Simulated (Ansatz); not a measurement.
Cl2H5NSi2, SMILES [SiH3]N[SiH](Cl)Cl.

Geometry optimised at PBE-D3(BJ)/def2-SVP. One conformer was computed; it need not be the lowest.

Two levels are set side by side: PBE/def2-TZVPD (Ansatz, a program for electronic structure) and PBE0/def2-TZVPD (Ansatz). Energy differences of separate SCF runs at the same geometry; the states with an electron removed or added have multiplicity 2 and 2. Differences are taken from unrounded values.

| quantity | PBE0 | PBE | PBE minus PBE0 |
|---|---|---|---|
| vertical ionisation energy (eV) | 9.96 | 9.61 | -0.34 |
| vertical singlet–triplet gap (eV) | 5.98 | 5.59 | -0.39 |
